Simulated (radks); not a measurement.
The molybdenum ion Mo3+, 39 electrons, occupied as [Kr] 4d2 5s1 (not the ground configuration).

Calculated with a radial shooting solver on a logarithmic mesh with Libxc functionals: Dirac Kohn-Sham, PBE, spin-unpolarised, spherical densities, point nucleus; open shells are shared between the two j in proportion to 2j + 1.

Energy parts (Ry):
| part | energy |
|---|---|
| total | -8094.28166 |
| kinetic | 8393.75745 |
| electron-nucleus | -19451.47472 |
| Hartree | 3208.41446 |
| exchange-correlation | -244.97886 |

Orbitals (lengths in bohr, moments of r in powers of bohr; r(max) is where P^2 peaks):
orbital,occ.,eigenvalue (Ry),<r>,r(max),<r^4>
1s1/2,2,-1459.013,0.03517,0.02287,7.208e-06
2s1/2,2,-208.4441,0.1534,0.1297,0.001333
2p1/2,2,-191.9742,0.1308,0.1009,0.0008860
2p3/2,4,-184.1428,0.1353,0.1048,0.0009920
3s1/2,2,-37.78946,0.4286,0.3837,0.06871
3p1/2,2,-31.52474,0.4232,0.3709,0.07120
3p3/2,4,-30.23436,0.4337,0.3803,0.07823
3d3/2,4,-19.16748,0.4129,0.3209,0.08165
3d5/2,6,-18.92301,0.4164,0.3236,0.08418
4s1/2,2,-7.39969,1.090,0.9840,2.691
4p1/2,2,-5.58286,1.181,1.044,3.910
4p3/2,4,-5.38837,1.208,1.068,4.274
4d3/2,0.8,-2.67892,1.551,1.279,13.62
4d5/2,1.2,-2.65614,1.562,1.288,14.00
5s1/2,1,-2.09111,2.640,2.423,86.77

The highest occupied level is 5s1/2 at -28.451 eV. Summed over all electrons, <r^2> = 29.96 bohr^2, which gives a Langevin (diamagnetic) susceptibility term of -23.7 x 10^-6 cm^3/mol. The density falls to 0.001 e/bohr^3 at r = 3.79 bohr.
